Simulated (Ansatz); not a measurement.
Tl₂F⁺. Total charge 1; quintet. Geometry PBE-D4/def2-TZVP; atoms count from 1.

```xyz
3

Tl   -0.564    0.570   -1.420
Tl    1.417   -0.108    0.800
F    -0.852   -0.461    0.620
```

In the def2 sets Tl takes a core potential; there is no spin–orbit coupling. At PBE0-D4/def2-TZVP a singlet of charge 1 lies 10.60 eV below the quintet, each at its own geometry. The structure comes from a short search, and lower isomers may exist.

Problem. Estimate the Mulliken populations from the PBE0/def2-TZVP orbitals of Ansatz.

Solution. 
| atom | charge (e) | spin (α − β) |
| --- | --- | --- |
| Tl1 | 0.60 | 1.72 |
| Tl2 | 0.60 | 1.72 |
| F3 | -0.20 | 0.56 |
Mulliken values depend strongly on the basis.

Problem. Where does the spin sit?

Solution. Summed by element: Tl 3.44, F 0.56, of 4 unpaired in all. Largest on single atoms: Tl1 1.72, Tl2 1.72, F3 0.56.

Problem. And the Mayer bond orders between heavy atoms (over 0.3)?

Solution. Tl1–Tl2 1.08 (3.05 Å); Tl1–F3 0.48 (2.30 Å); Tl2–F3 0.48 (2.30 Å).
